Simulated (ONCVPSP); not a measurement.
**palladium (Pd), ONCV: configuration errors across variants**

palladium (Pd), optimised norm-conserving Vanderbilt (ONCV), made with ONCVPSP 4.0.1 (PBE, scalar-relativistic). Core [Ar] 3d10, reference 4s2 4p6 4d10. Waves: 4s: rc 1.10 bohr, ncon 3, nbas 7, qcut 6.9 1/bohr, 2 projectors, debl 3.9 Ha; 4p: rc 1.20 bohr, ncon 4, nbas 7, qcut 6.7 1/bohr, 2 projectors, debl 2.4 Ha; 4d: rc 1.35 bohr, ncon 4, nbas 7, qcut 8.3 1/bohr, 2 projectors, debl 1.2 Ha. Local part: polynomial inside 0.80 bohr (lpopt 5, dvloc0 1 Ha). Core correction: Teter function, fcfact 3.5, rcfact 1.75.

All-electron excitation energies from the reference (eV): (1) 4s2 4p6 4d9 9.115; (2) 4s2 4p6 4d8 29.934; (3) 4s2 4p5 4d10 57.165.

Errors AE − PS in meV (a dash: test not solved or not reliable):

| change | (1) | (2) | (3) | bound ghosts | GHOST(+) flags above zero |
| --- | --- | --- | --- | --- | --- |
| base | -0.2 | -3.7 | -56 | none | s |
| d: rc 1.1, qcut 10.2, nproj 0; local potential the d channel | +0.9 | +1.0 | -49 | none | s |
| s: qcut 9.1; p: qcut 8.9; d: qcut 11 | -0.2 | -3.5 | -44 | none | s |
| p: rc 1.12 | -0.2 | -3.7 | -50 | none | s |
| core correction Teter function, fcfact 3, rcfact 1.15 | -0.1 | -2.3 | -53 | none | s |
| p: qcut 4.8 | -0.2 | -3.7 | -55 | none | s |
| local potential polynomial inside 0.80 bohr (lpopt 5, dvloc0 1.5 Ha) | -0.2 | -3.7 | -56 | none | s |

(1) Give the same row for: all radii but the core radius scaled by about 0.96 (s 1.06, p 1.16, d 1.30 bohr); local potential polynomial inside 0.78 bohr (lpopt 5, dvloc0 1 Ha).

## Answers

(1) -0.2, -3.5, -52; bound ghosts: none; GHOST(+) flags above zero: s.
